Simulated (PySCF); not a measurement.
GeCl2I2, SMILES [Cl][Ge]([Cl])([I])[I].

The structure is a stationary point at PBE-D3(BJ)/def2-SVP. The def2 effective core potentials stand for the cores of I; spin–orbit coupling is left out.

Two levels are set side by side: TDA-PBE/def2-SVPD (PySCF) and TDA-PBE0/def2-SVPD (PySCF). Vertical, same geometry. The lowest singlet is HOMO→LUMO 99 % with PBE and HOMO→LUMO 99 % with the other functional; states are paired by order. Differences are taken from unrounded values.

| quantity | TDA-PBE |
|---|---|
| lowest singlet excitation (eV) | 2.96 |
| lowest triplet excitation (TDA) (eV) | 2.63 |
| first bright state (f over 0.05) (eV) | 4.36 |
| its oscillator strength | 0.08 |

### Question
These are the TDA-PBE values. What does TDA-PBE0 give? (An estimate is asked for; the answer gives what the named calculation found.)

### Answer

```
quantity                               TDA-PBE0  TDA-PBE minus TDA-PBE0
-------------------------------------  --------  ----------------------
lowest singlet excitation (eV)             3.53                   -0.57
lowest triplet excitation (TDA) (eV)       3.10                   -0.48
first bright state (f over 0.05) (eV)      5.08                   -0.73
its oscillator strength                    0.14                   -0.06
```

A lower first singlet is the usual sign of a functional without exact exchange. Differences between two approximate levels are no errors against the true value.

Rough cost on one machine, each run with all the roots and properties that it gave: TDA-PBE0 against TDA-PBE about 3 times.
